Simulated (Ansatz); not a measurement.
The same path of FH + GeH4 (7 atoms, charge 0, multiplicity 1) was run twice with different band settings. Lost on the way: Ge1–H2, F6–H7. Made: Ge1–F6, H2–H7.

All numbers below come from Ansatz 0.2.0, RKS PBE0-D4/def2-mTZVP.

Relaxed end points:

```xyz
7
Properties=species:S:1:pos:R:3
Ge 0.317 0.000 -0.229
H -0.040 0.000 1.277
H 1.845 0.000 -0.340
H -0.276 1.260 -0.866
H -0.277 -1.260 -0.866
F -2.690 0.000 1.922
H -1.765 0.000 1.836
```

```xyz
7
Properties=species:S:1:pos:R:3
Ge -0.287 0.000 -0.729
H -0.283 0.000 3.331
H 0.913 0.000 0.225
H -0.359 1.275 -1.579
H -0.359 -1.275 -1.579
F -1.717 0.000 0.275
H -0.795 0.000 2.790
```

Common settings: movable images 5; climbing image yes; spring 5.0 eV/Å²; start path through a guess of the saddle point; force threshold 0.05 eV/Å; iteration limit 60; end points relaxed.

| run | optimiser | largest step |
| --- | --- | --- |
| 1 | quadratic models (default) | default |
| 2 | lbfgs | 0.5 Å |

Problem. What does each run give, and how far can it be trusted?

Solution. Run 1: converged after 11 iterations, highest image 1.766 eV above the first end. Neighbouring images differ by up to 1.4 eV, so the band resolves the path poorly. A vibrational analysis at the climbing image gives 2 clearly imaginary modes (1259i, 143i cm⁻¹): a point of higher order, so a lower path passes nearby.
Run 2: converged after 46 iterations, highest image 1.766 eV above the first end. Neighbouring images differ by up to 1.4 eV, so the band resolves the path poorly. Another band between the same ends (5 images) ends at a top of the same energy, where a vibrational analysis finds 2 clearly imaginary modes.
The orbitals stay closed-shell, which can raise the energy where a bond breaks towards radicals; this wasn't checked here.
